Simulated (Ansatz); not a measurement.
CH$_{7}$BOSi, SMILES `COB[SiH3]`, relaxed with RKS PBE0-D4/def2-TZVP in Ansatz from a PBE-D4/def2-SVP geometry. The force threshold is 0.005 eV/Å; the program also tests the step.

The species carries charge 0 and has multiplicity 1.

Start:

```xyz
11

C    -1.873    0.911    0.515
O    -0.886    0.114   -0.134
B     0.411    0.096    0.246
Si    1.718   -1.084   -0.769
H    -2.674    0.248    0.900
H    -2.320    1.603   -0.227
H    -1.438    1.495    1.354
H     0.770    0.793    1.192
H     2.822   -0.244   -1.369
H     2.389   -2.055    0.173
H     1.081   -1.878   -1.882
```

Question: By how much does the energy fall, and how many steps does the optimiser take? (An estimate is asked.)

Answer: Ansatz gave: 0.83 kcal/mol, in 4 steps.

Question: Which bonds change most? (Best estimate.)

Answer: Ansatz gave: B3–H8 from 1.229 to 1.208 Å; Si4–H9 from 1.511 to 1.492 Å; Si4–H10 from 1.511 to 1.492 Å; Si4–H11 from 1.508 to 1.489 Å.

Question: Give the relaxed structure. (Best estimate.)

Answer: Computed: 
```xyz
11

C    -1.859    0.906    0.514
O    -0.883    0.111   -0.137
B     0.403    0.095    0.241
Si    1.710   -1.079   -0.766
H    -2.644    0.252    0.897
H    -2.296    1.590   -0.216
H    -1.417    1.475    1.336
H     0.745    0.784    1.173
H     2.796   -0.240   -1.353
H     2.365   -2.035    0.174
H     1.080   -1.862   -1.864
```
